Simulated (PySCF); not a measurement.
Question: Write Cartesian coordinates for `c12ccccc1c[nH]c2` as optimised with BHandHLYP/def2-SV(P).

Answer: 
```xyz
16
C8H7N angstrom
C     -2.1133   -0.5086   -0.0033
C     -1.9671    0.8925    0.2419
C     -0.7391    1.4756    0.3191
C      0.4168    0.6645    0.1512
C      1.7768    0.9314    0.1711
N      2.4185   -0.2435   -0.0499
C      1.5470   -1.2705   -0.2142
C      0.2696   -0.7457   -0.0955
C     -1.0305   -1.3171   -0.1697
H     -3.1140   -0.9271   -0.0562
H     -2.8611    1.4960    0.3677
H     -0.6396    2.5408    0.5054
H      2.3205    1.8520    0.3232
H      3.4169   -0.3413   -0.0869
H      1.8895   -2.2779   -0.3997
H     -1.1530   -2.3800   -0.3556
```

Orientation and origin are arbitrary. Atoms count from 1 in this order. The C–C distances run from 1.362 Å (C2–C3, aromatic) to 1.439 Å (C4–C8, aromatic), a spread of 0.077 Å. The 9 heavy atoms lie in one plane (0.000 Å rms). N6 (pyrrole-type nitrogen) is planar (angles 124.1°, 124.1° and 111.8°, sum 360.0°, 0.00 Å off the plane of its three neighbours). The 5-membered ring C4–C5–N6–C7–C8 has internal angles of 106.9° to 111.8°; it is planar, 0.00 Å rms from its mean plane, widest ring torsion 0°.

Bonds between heavy atoms (Å): C1–C2 1.430, C2–C3 1.362, C3–C4 1.422, C4–C5 1.386, C5–N6 1.357, N6–C7 1.357, C7–C8 1.386, C8–C9 1.422, C1–C9 1.362, C4–C8 1.439.

Method: BHandHLYP/def2-SV(P) geometry optimisation, gas phase (PySCF).

Point group: C2v (tolerance 0.08 Å). Not checked by BHandHLYP/def2-SV(P) frequencies.
